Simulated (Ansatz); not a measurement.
Cost and result for the atomization energy of C$_{2}$H$_{8}$AlNSi (`C=C[NH][AlH][SiH3]`) (13 atoms, 12 bonds).

```xyz
13

C    -1.249    2.767   -0.069
C    -0.865    1.623   -0.635
N    -0.248    0.556   -0.005
Al    0.278   -0.990   -0.733
Si    1.335   -2.609    0.772
H    -1.100    2.962    0.988
H    -1.724    3.537   -0.661
H    -1.033    1.467   -1.699
H    -0.105    0.730    0.982
H     0.001   -1.147   -2.285
H     1.733   -3.856    0.060
H     2.562   -2.042    1.403
H     0.416   -2.999    1.880
```

Total charge 0; spin multiplicity 1. The structure was optimised at the PBE0-D4/def2-TZVP level. It is one conformer, not always the lowest. Program: Ansatz. All runs use 4 threads of an AMD EPYC 7B13 on a shared host. Times are those of one run each, without the atoms' runs, and a repeat can differ threefold. Electronic energies, without spin–orbit coupling; frozen cores. CCSD(T)/CBS adds CCSD(T) − MP2 in def2-TZVPP to the MP2 limit, and its time is that of the two runs behind it. T1 = 0.014.

CCSD(T)/CBS is a level of theory with its own doubt, some kJ/mol a heavy atom from the limit and from the frozen cores, so smaller differences don't rank the functionals.

```csv
level,functions,wall time,atomization (kcal/mol),difference from CCSD(T)/CBS,per bond
LDA (SPW92)/def2-TZVPP,289,1.6 s,1214.0,139.3,11.6
BLYP-D4/def2-TZVPP,289,2.5 s,1074.5,-0.2,0.0
revPBE-D4/def2-TZVPP,289,2.7 s,1066.9,-7.8,-0.7
PBE-D4/def2-TZVPP (with forces),289,2.8 s,1089.3,14.6,1.2
BHLYP-D4/def2-TZVPP,289,3.4 s,1052.8,-21.9,-1.8
CCSD(T)/def2-SVP,118,5 s,1015.8,-58.9,-4.9
PBE-QIDH/def2-TZVPP,289,6 s,1064.8,-9.9,-0.8
B2PLYP/def2-TZVPP,289,6.5 s,1063.9,-10.8,-0.9
B97M-V/def2-TZVPP,289,8 s,1082.7,8.0,0.7
ωB97M-V/def2-TZVPP (with forces),289,11 s,1076.8,2.1,0.2
MP2/def2-QZVPP,551,24 s,1069.2,-5.5,-0.5
CCSD(T)/def2-TZVPP,289,2.5 min,1046.6,-28.1,-2.3
CCSD(T)/CBS(def2),–,2.9 min,1074.7,0.0,0.0
```

From PBE to PBE0 (25 % exact exchange), in def2-TZVPP and without D4, the atomization energy moves by −14.3 kcal/mol: exact exchange takes away binding that semilocal exchange gives to molecules. Leaving LDA and LC-ωPBE aside and taking each functional with its dispersion term where it has one, the values spread over 36.4 kcal/mol, from BHLYP-D4 to PBE-D4. LDA lies +130.7 kcal/mol from PBE without D4, its usual overbinding. In def2-TZVPP, CCSD(T) changes the Hartree–Fock value by +258.3 kcal/mol (the triples alone add +14.5 kcal/mol) and MP2 by +264.1 kcal/mol; breaking electron pairs costs correlation energy, which Hartree–Fock lacks.
